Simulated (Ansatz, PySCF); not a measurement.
CHO₂, SMILES C(=O)[O] (connectivity only; charge and spin as stated), charge -1, multiplicity 1. Atoms are numbered in the order given.

```xyz
4

O      0.0000     1.1349     0.2022
C      0.0000     0.0000    -0.3227
O      0.0000    -1.1349     0.2022
H      0.0000     0.0000    -1.4590
```
Charge -1, spin multiplicity 1.

Geometry optimised at B3LYP-D3(BJ)/def2-TZVPD. The multiplicity is an assumed one; other spin states were not compared. The isomer is the one that the SMILES or the coordinates give; other isomers of the formula were not compared.

Two levels are set side by side: PBE-D3(BJ)/def2-TZVPD (Ansatz, a first-principles code) and B3LYP-D3(BJ)/def2-TZVPD (Ansatz). Each level has its own optimised geometry; the coordinates shown are those of the second. Frequencies come from the Hessian of PySCF at each geometry. Differences are taken from unrounded values.

```json
[
 {"quantity": "mean bond length (Å)", "B3LYP-D3(BJ)": "1.212"},
 {"quantity": "bond O1–C2 (Å)", "B3LYP-D3(BJ)": "1.250"},
 {"quantity": "bond C2–O3 (Å)", "B3LYP-D3(BJ)": "1.250"},
 {"quantity": "bond C2–H4 (Å)", "B3LYP-D3(BJ)": "1.136"},
 {"quantity": "highest harmonic wavenumber (cm⁻¹)", "B3LYP-D3(BJ)": "2575"},
 {"quantity": "mean harmonic wavenumber (cm⁻¹)", "B3LYP-D3(BJ)": "1454"},
 {"quantity": "zero-point energy (kcal/mol)", "B3LYP-D3(BJ)": "12.47"}
]
```

What does PBE-D3(BJ) give, and how far is it from B3LYP-D3(BJ)? (Estimate from the structure and the level; the computed values follow.)


| quantity | PBE-D3(BJ) | PBE-D3(BJ) minus B3LYP-D3(BJ) |
|---|---|---|
| mean bond length (Å) | 1.223 | 0.011 |
| bond O1–C2 (Å) | 1.260 | 0.010 |
| bond C2–O3 (Å) | 1.260 | 0.010 |
| bond C2–H4 (Å) | 1.150 | 0.014 |
| highest harmonic wavenumber (cm⁻¹) | 2469 | -106 |
| mean harmonic wavenumber (cm⁻¹) | 1396 | -58 |
| zero-point energy (kcal/mol) | 11.97 | -0.50 |

GGA bonds tend to be longer and softer than those of functionals with exact exchange. Differences between two approximate levels are no errors against the true value.
